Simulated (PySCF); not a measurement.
RuO3, SMILES [O]=[Ru](=[O])=[O] (connectivity only; charge and spin as stated), neutral, multiplicity 3.

Geometry optimised at r2SCAN-D4/def2-TZVP. The multiplicity is an assumed one; other spin states were not compared. The def2 effective core potentials stand for the cores of Ru; spin–orbit coupling is left out.

Method: PBE/def2-TZVPD (PySCF).

Computed frontier levels, dipole moment and polarisability:
The α spin, highest occupied and lowest empty level comes out as -6.40 and -5.87 eV and the β spin, highest occupied and lowest empty level comes out as -8.18 and -6.57 eV. The dipole moment is 1.19 D. The quadrupole, principal values (traceless, Buckingham form, about the centre of nuclear charge) is -3.66, -3.07, 6.72 D·Å and the mean static polarisability is 46.9 bohr³ (6.95 Å³). The polarisability, principal values is 31.6, 51.6, 57.5 bohr³ and the ⟨S²⟩ is 2.006 (pure state 2.00).
